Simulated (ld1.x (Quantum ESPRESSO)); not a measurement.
holmium PAW: all-electron and pseudo phase curves

- Element: Ho
- Generator: ld1.x (Quantum ESPRESSO) 7.5
- Type: PAW
- Functional: BLYP
- Relativity: scalar-relativistic
- Frozen core: [Kr] 4d10
- Valence charge: 21
- Reference configuration: 4f11 5s2 5p6 5d0 6s2 6p0
- Partial waves: 5s (bound): rcut 1.65, rcutus 2.05 bohr; 6s (bound): rcut 1.65, rcutus 2.05 bohr; 5p (bound): rcut 2.45, rcutus 2.85 bohr; 6p (bound, empty): rcut 2.45, rcutus 2.85 bohr; 5d (bound, empty): rcut 2.90, rcutus 3.10 bohr; 5d channel at 0.55 Ry: rcut 2.90, rcutus 3.10 bohr; 4f (bound): rcut 1.00, rcutus 1.35 bohr; 4f channel at 0.25 Ry: rcut 1.00, rcutus 1.35 bohr
- Local potential: all-electron potential smoothed inside 1.00 bohr (lloc = -1)
- Core correction: a·sin(br)/r model core, default radius (ld1.x builds one for every PAW set, though the input has nlcc=.false.)
- Augmentation charge: BESSEL, radius 1.00 bohr

The phase is arctan(r·u′/u) with u = r·R(r), unwrapped; energies in Ry, scanned from -6 to 5 Ry. A pole is an energy at which the radial function vanishes at the test radius. The pseudo phase is shifted by a multiple of π to meet the all-electron one at the reference energy, and phase errors are pseudo minus all-electron; the curves can meet again beyond the range given. Levels narrower than the energy grid can be missing from the lists of poles. n/a: not evaluated, since a narrow level or a reset projector energy made the automatic matching unsafe.

| channel | radius (bohr) | reference energy (Ry) | poles, all-electron | poles, pseudo | unbroken range about the reference energy with phases within 0.05 rad | phase error 1 Ry above the reference energy (rad) |
| --- | --- | --- | --- | --- | --- | --- |
| s | 3.37 | -0.27 | -3.68, 1.22 | -3.68, 1.23 | below 3.1 | +0.001 |
| p | 3.37 | -0.07 | -1.84, 2.27 | -1.84 | -1.9 to 0.1 | +1.220 |
| d | 3.37 | -0.07 | 0.42, 4.21 | 0.42, 4.37 | n/a | n/a |
| f | 3.37 | -0.21 | -0.20, 2.71 | -0.20, 2.71 | the whole range | -0.000 |

Note: ghost state, extra bound levels that the all-electron valence spectrum of the same l lacks: d at -42.6 eV (s, p not tested). A true bound ghost makes a file unfit for plane-wave use. Its overlap operator is not positive definite in a basis up to 400 Ry (lowest eigenvalue s -0.01, p -1.24), so the file is unfit for use: the generalised eigenproblem breaks down once the basis is large enough, and its test numbers describe a broken file.

Phases in the f channel:

```csv
E (Ry),all-electron,pseudo
-6.00,1.455,1.455
-5.74,1.452,1.452
-5.48,1.450,1.450
-5.22,1.447,1.447
-4.96,1.444,1.444
-4.70,1.441,1.441
-4.44,1.438,1.438
-4.18,1.435,1.435
-3.92,1.431,1.431
-3.66,1.427,1.427
-3.40,1.422,1.422
-3.14,1.417,1.417
-2.88,1.411,1.411
-2.62,1.405,1.405
-2.36,1.398,1.398
-2.10,1.390,1.390
-1.84,1.381,1.381
-1.58,1.370,1.370
-1.32,1.357,1.357
-1.06,1.341,1.341
-0.80,1.320,1.320
-0.54,1.289,1.289
-0.28,1.173,1.173
-0.02,-1.869,-1.870
0.24,-1.944,-1.944
0.50,-2.039,-2.039
0.76,-2.210,-2.210
1.02,-2.589,-2.589
1.28,-3.410,-3.411
1.54,-4.104,-4.105
1.80,-4.400,-4.400
2.06,-4.542,-4.543
2.32,-4.627,-4.628
2.58,-4.687,-4.687
2.84,-4.735,-4.735
3.10,-4.779,-4.779
3.36,-4.825,-4.825
3.62,-4.880,-4.881
3.88,-4.959,-4.959
4.14,-5.098,-5.098
4.40,-5.434,-5.433
4.66,-6.430,-6.425
4.92,-7.261,-7.258
```
